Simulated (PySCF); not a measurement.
## A thermochemical cycle for SnSe

r²SCAN in PySCF with def2-SVP on every atom (core potentials on Sn), for the lowest determinant that a PBE0 search found; no spin–orbit coupling. SnSe, a singlet (closed shell), has De = 4.66 eV to neutral atoms, and SnSe⁺, a doublet (π ↑), has De = 3.13 eV to Sn⁺ + Se.

The adiabatic ionisation energy of SnSe, between the minima, is 8.96 eV.

**Question.** Which ionisation energy of the Sn atom does this level give?

**Answer.** IE(Sn) = IE(molecule) + De(ion) − De(neutral) = 8.96 + 3.13 − 4.66 = 7.43 eV; the measured value is 7.344 eV (NIST ASD).

Spin–orbit coupling is left out, which matters for elements this heavy, above all for dissociation energies. For an ion De counts to the pair picked by the measured ionisation energies or electron affinities, which need not be the lowest pair at this level. States were picked by a PBE0 search and need not be the measured ground states.
